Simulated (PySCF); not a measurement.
SMILES F[Te]Cl, PBE0/def2-SVP optimised geometry.

```
3

Te    -0.80    -1.16     0.00
F      1.13    -1.16     0.00
Cl    -1.13     1.16     0.00
```

Density from PBE0/def2-TZVP, def2 effective core potentials past Kr (PySCF 2.14.0) at that geometry. The core electrons that the potentials of Te replace are not part of the density.

Minimum of the electron density along straight lines between bonded atoms, close to the bond critical point (lines longer than 1.1 times the sum of covalent radii, or with two minima, are not listed):

| bond | length / Å | ρ at the minimum / e bohr⁻³ | ∇²ρ there / e bohr⁻⁵ | position (fraction from the first atom) |
|---|---|---|---|---|
| Te1–F2 | 1.934 | 0.126 | 0.43 | 0.51 |
| Te1–Cl3 | 2.350 | 0.096 | 0.08 | 0.47 |
